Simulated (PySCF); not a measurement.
Job file and geometry (Å, from GFN2-xTB) of an NMR shielding run on `O=S(=O)(O)C[Si@@H](O)[SiH2]S`, CH8O4S2Si2, GIAO PBE0/pcSseg-1 NMR shielding, non-relativistic, gas phase in PySCF; density fitting, a coarse starting grid and PySCF grid level 2 are the driver's defaults:

```
$ OMP_NUM_THREADS=1 python probes_run.py task.json out

{"job": {"kind": "nmr", "xc": "PBE0", "basis": "pcSseg-1"}, "charge": 0, "multiplicity": 1}
O     -0.926485     0.201920     1.658343
S     -1.714846    -0.138461     0.500493
O     -1.773297    -1.529071     0.177287
O     -3.217224     0.390946     0.749823
C     -1.182897     0.809190    -0.858576
Si     0.552328     0.047462    -1.014730
O      1.266718     1.219927    -1.896023
Si     1.436063    -0.288992     1.106169
S      3.596696    -0.586469     0.788867
H     -3.735945    -0.208701     1.290337
H     -1.209664     1.847859    -0.563021
H     -1.853130     0.621006    -1.683749
H      0.371697    -1.141381    -1.869485
H      2.198497     1.224823    -2.099839
H      1.560516     0.862775     1.998103
H      1.079189    -1.536943     1.774462
H      3.544787    -1.783858     0.230553
```

**Question.** What does the program print?

**Answer.** 
```
coarse grid: 16888 points
cycle   1  E = -1717.7685382909  dE =  2.093e+00  |g| = 1.393e+00  |ddm| = 4.076e+00
cycle   2  E = -1717.1688164688  dE =  5.997e-01  |g| = 2.296e+00  |ddm| = 2.942e+00
cycle   3  E = -1718.1052191950  dE = -9.364e-01  |g| = 2.294e-01  |ddm| = 2.070e+00
cycle   4  E = -1718.1142045792  dE = -8.985e-03  |g| = 9.880e-02  |ddm| = 2.412e-01
cycle   5  E = -1718.1158028295  dE = -1.598e-03  |g| = 3.118e-02  |ddm| = 8.301e-02
cycle   6  E = -1718.1159932581  dE = -1.904e-04  |g| = 6.875e-03  |ddm| = 3.084e-02
cycle   7  E = -1718.1160007361  dE = -7.478e-06  |g| = 2.730e-03  |ddm| = 6.622e-03
final grid: 146360 points
cycle   8  E = -1718.2116728982  dE = -2.678e-05  |g| = 1.262e-02  |ddm| = 3.031e-02
cycle   9  E = -1718.2116354112  dE =  3.749e-05  |g| = 1.879e-02  |ddm| = 2.564e-02
cycle  10  E = -1718.2117015572  dE = -6.615e-05  |g| = 2.519e-03  |ddm| = 1.575e-02
cycle  11  E = -1718.2117026866  dE = -1.129e-06  |g| = 5.065e-04  |ddm| = 2.280e-03
cycle  12  E = -1718.2117027311  dE = -4.443e-08  |g| = 1.817e-04  |ddm| = 5.476e-04
cycle  13  E = -1718.2117027370  dE = -5.914e-09  |g| = 5.012e-05  |ddm| = 1.759e-04
cycle  14  E = -1718.2117027374  dE = -4.356e-10  |g| = 1.863e-05  |ddm| = 4.924e-05
converged SCF energy = -1718.2117027374

GIAO shielding tensors (ppm)
atom      isotropic    diamagn.    paramagn.     s11        s22        s33       span
  0 O       82.853     406.060    -323.207     52.573     75.282    120.703     68.130
  1 S      171.396    1053.800    -882.404     50.130    169.024    295.033    244.903
  2 O       85.149     402.838    -317.689     48.443     71.257    135.747     87.304
  3 O      130.062     389.665    -259.603     30.868     83.543    275.775    244.906
  4 C      140.440     265.341    -124.901    110.598    126.744    183.977     73.379
  5 Si     358.140     879.880    -521.740    315.011    346.509    412.900     97.890
  6 O      324.862     386.251     -61.389    289.154    321.448    363.985     74.830
  7 Si     430.594     878.760    -448.166    404.503    429.344    457.934     53.430
  8 S      757.312    1057.120    -299.807    675.038    687.058    909.842    234.804
  9 H       26.957      28.216      -1.260     21.349     22.203     37.318     15.969
 10 H       28.746      32.457      -3.711     25.319     27.355     33.565      8.246
 11 H       28.355      30.970      -2.614     24.769     27.100     33.197      8.429
 12 H       26.086      30.528      -4.441     22.559     25.335     30.366      7.807
 13 H       30.036      30.689      -0.653     20.619     25.482     44.007     23.388
 14 H       26.836      29.631      -2.795     21.453     27.949     31.106      9.653
 15 H       26.476      30.158      -3.682     20.459     28.285     30.685     10.226
 16 H       32.197      31.174       1.023     24.303     28.674     43.615     19.312
```

**Question.** Turn these shieldings into chemical shifts. Chemical shifts δ = σref − σ; H2O for 17O (σref 336.08); CS2 for 33S (σref 503.73); TMS for 13C (σref 186.93), 29Si (σref 349.16), 1H (σref 31.72), all at this level.

**Answer.** Averaging equivalent atoms: O 0: 253.2; O 2: 250.9; O 3: 206.0; O 6: 11.2; S 1: 332; S 8: -254; C 4: 46.5; Si 5: -9.0; Si 7: -81.4; H 12: 5.63; H 15: 5.24; H 14: 4.88; H 9: 4.76; H 11: 3.36; H 10: 2.97; H 13: 1.68; H 16: -0.48 ppm. Unscaled 17O shifts of doubly bonded oxygen tend to come out too high, by tens of ppm or more. Experimental scales use liquid or dissolved standards, which lie at an offset from isolated H2O (liquid H2O: subtract about 36 ppm).

Size and cost of the density-fitted run: 221 basis functions, 89 s wall time on 1 thread of an Arm Neoverse N1, shared host; peak memory 1.1 GiB.
